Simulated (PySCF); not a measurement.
Al(H)2(NMe2) (C2H8AlN), SMILES [AlH2][N](C)C.

The structure is a stationary point at PBE0-D3(BJ)/def2-SVP. The structure was generated by enumeration; whether it is a known compound was not checked.

Level of theory: PBE/def2-TZVP run with PySCF.

Symmetry labels are those of the subgroup C2v that the program uses (full group C2v).

Computed valence orbital energies around the gap with their symmetry:
| orbital | symmetry | energy (eV) |
|---|---|---|
| HOMO−7 | B2 | -11.01 |
| HOMO−6 | B1 | -10.95 |
| HOMO−5 | A2 | -9.34 |
| HOMO−4 | A1 | -9.25 |
| HOMO−3 | B2 | -8.88 |
| HOMO−2 | A1 | -7.72 |
| HOMO−1 | B2 | -7.03 |
| HOMO | B1 | -5.27 |
| LUMO | B1 | -1.52 |
| LUMO+1 | A1 | -0.03 |
| LUMO+2 | A1 | 0.45 |
| LUMO+3 | A1 | 1.01 |
